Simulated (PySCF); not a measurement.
# C2H8Al2O3

C2H8Al2O3 is a molecule, neutral, singlet. The structure, one conformer, was relaxed in the gas phase by PBE0-D3(BJ)/def2-SVP. No frequency run checks that it is a minimum.

SMILES: [CH3][Al]([CH3])[O][Al]([OH])[OH]

Coordinates in Å:
```
O1      0.112    2.347    2.865
Al2    -0.704    1.935    1.437
O3     -2.032    2.924    1.067
O4     -0.234    0.641    0.455
Al5     0.241   -0.677   -0.518
C6      1.982   -0.571   -1.395
C7     -0.985   -2.191   -0.662
H8      0.892    1.896    3.186
H9     -2.598    2.789    0.307
H10     2.152   -1.384   -2.118
H11     2.795   -0.617   -0.650
H12     2.106    0.388   -1.927
H13    -0.664   -2.931   -1.411
H14    -1.071   -2.717    0.305
H15    -2.003   -1.859   -0.925
```

Shieldings: GIAO PBE0/pcSseg-1. Shifts are against computed references at the same level: C TMS (σ 184.4 ppm), H TMS (σ 31.27 ppm). Core levels by delta-SCF with SCAN, pcX-2 on the ionised atom and pcseg-1 elsewhere, spin-free X2C (2p3/2 is the spin-free 2p value less a third of a first-order spin-orbit splitting); from the vacuum level, for chosen atoms.

Problem. Give the shieldings and core levels atom by atom.

Solution. 
| atoms | bonded to | σ (ppm) | δ (ppm) | core level (eV) |
| --- | --- | --- | --- | --- |
| O1 | 1 Al + 1 H | 331.5 | - | 1s 537.94 |
| Al2 | 3 O | 476.2 | - | 2p3/2 80.58 |
| O3 | 1 Al + 1 H | 331.3 | - | 1s 537.94 |
| O4 | 2 Al | 246.0 | - | 1s 536.74 |
| Al5 | 2 C + 1 O | 351.8 | - | 2p3/2 79.89 |
| C6 C7 | 1 Al + 3 H | 194.8 | -10.4 | - |
| H8 | 1 O | 30.50 | 0.76 | - |
| H9 | 1 O | 30.50 | 0.77 | - |
| H10 H11 H12 | 1 C | 31.73 | -0.46 | - |
| H13 H14 H15 | 1 C | 31.73 | -0.46 | - |

Values are those of this one static structure, with the three H of a rotating XH3 group averaged; atoms that internal rotation interchanges would show their mean in an NMR spectrum.

Problem. Which of O1, O3, O4 holds its core electrons tightest, and by how much against the loosest?

Solution. O1 (bonded to 1 Al + 1 H), by 1.20 eV over O4 (bonded to 2 Al).

Problem. By CAM-B3LYP/def2-SVPD (TDDFT singlets, Tamm-Dancoff triplets, ionisation by delta-SCF), where does absorption start, and what does vertical ionisation take?

Solution. The first singlet with intensity lies at 6.27 eV (f 0.102); what lies below it is dark. The lowest singlet lies at 6.04 eV (f 0.001), the strongest of the first 6 at 6.27 eV (f 0.102), the lowest triplet at 5.74 eV; vertical ionisation takes 9.84 eV.

The 3 runs behind this took 4.9 min in all, one thread each of Arm Neoverse N1 on a shared host, launched as `OMP_NUM_THREADS=1 python cluster_run.py task.json out`.
